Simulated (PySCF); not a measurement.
# Structure from NMR data

Molecular formula: C6H11NO2. Simulated spectra:

1H NMR (500 MHz, computed): δ 7.57 (s, 1H), 5.38 (s, 2H), 3.42 (q, 2H), 2.35 (s, 3H), 1.13 (t, 3H).

13C{1H} NMR (computed): δ 213.9, 164.3, 90.4, 70.1, 31.1, 16.5.

Computed data (PySCF 2.14.0 with density-fitted response routines): GFN2-xTB structure, σ from GIAO-PBE0/pcSseg-1. One computed conformer, gas phase, relativity neglected, equivalent nuclei averaged.

References, each an isolated molecule treated in the same way: 1H (31.72 ppm) and 13C (186.93 ppm) vs TMS.

Problem. Propose a structure and justify it.

Solution. 
1. The formula gives 2 degrees of unsaturation (no ring in the answer).
2. 6 carbon signals for 6 carbons: no two carbons are equivalent.
3. Carbon types of the structure: 1 × C, 1 × CH, 2 × CH2, 2 × CH3, which accounts for all hydrogens.
4. δC 213.9: ketone carbonyl carbon; low-lying n→π* states of the double bond to the heteroatom give a large paramagnetic term (-278 ppm).
5. δC 164.3: C=N carbon.
6. δC 90.4: sp3 CH2 bonded to N and O; 2 electronegative neighbours deshield it.
7. δC 70.1: sp3 CH2 bonded to O; pulled downfield by the heteroatom.
8. δC 31.1: methyl carbon α to a carbonyl; α to the electron-withdrawing carbonyl group.
9. δH 3.42: hydrogen on an sp3 CH2 bonded to O; its carbon carries O, hence the downfield position.
10. δH 2.35: hydrogen on a methyl carbon α to a carbonyl; α to C=O.

Structure: SMILES C(OCC)/N=C\C(C)=O.

The data come from this structure; uniqueness wasn't tested.

Shifts are as computed. Against solution values, carbons near 30 ppm lie about +3 ppm off and those near 130 ppm about +5 ppm. Of 1211 compounds with measured shifts, 218 miss one by over three times the rms of a fit or turn the order of signals round; such compounds aren't used in these exercises. No couplings were computed; multiplicities are counted from neighbouring protons, with m where these are inequivalent, close in shift, in a saturated or five-membered ring or joined by F or P, and br s for small geminal =CH2 splittings.
